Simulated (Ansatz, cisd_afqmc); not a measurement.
Species: O, charge 0, triplet.

Total energies in cc-pVQZ, 6 correlated electrons, 1 frozen orbitals. Open shells are spin-unrestricted; no spin-orbit coupling. Correlated methods leave the cores frozen. No relativity. AFQMC is phaseless with a CISD trial state; ± is one standard error, without the phaseless bias. Outlying blocks are dropped, and bars are widened where a walk drifts. Over all cases where full CI ran beside it in this data, AFQMC minus full CI had a median of +0.1 mEh and passed +0.4 mEh in a tenth of the cases.

```
method         program        energy (Eh)  minus CCSDTQ (mEh)
----------  ----------  -----------------  ------------------
HF              Ansatz          -74.81729              176.66
MP2             Ansatz          -74.97489               19.07
CCSD            Ansatz          -74.98988                4.08
CCSD(T)         Ansatz          -74.99357                0.39
CCSDT(Q)        Ansatz          -74.99396                0.00
CCSDTQ          Ansatz          -74.99396                0.00
AFQMC/CISD  cisd_afqmc  -74.9937 ± 0.0001           0.3 ± 0.1
```

Ansatz is a first-principles code.
